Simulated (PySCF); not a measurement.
System: NbCl4, net charge 1, singlet state. The spin state was set by rule; other spins were not relaxed. SMILES of the parent species: [Cl][Nb]([Cl])([Cl])[Cl]
Geometry from a B3LYP-D3(BJ)/def2-TZVP (Ansatz) optimisation:
```
Nb
Cl 1 2.2110
Cl 1 2.2110 2 109.47
Cl 1 2.2110 2 109.47 3 -120.00
Cl 1 2.2110 2 109.47 4 -120.00
```
Charge +1, spin multiplicity 1.

Dispersion corrections to the total energy (kcal/mol) from the dftd3 and dftd4 libraries through PySCF: D3(BJ) without and D4 with the three-body term, each with the damping fitted for the functional named.

```tsv
functional	D3(BJ)	D4
BP86	___	-7.94
PBE	-5.46	-5.35
CAM-B3LYP	-5.97	-4.99
HF	-40.71	___
TPSS	-7.53	-7.17
BHLYP	___	-8.46
B3LYP	-11.23	-8.82
```

### Question
Complete the blanks.

### Answer

- BP86, D3(BJ): -11.67
- HF, D4: -14.46
- BHLYP, D3(BJ): -10.51
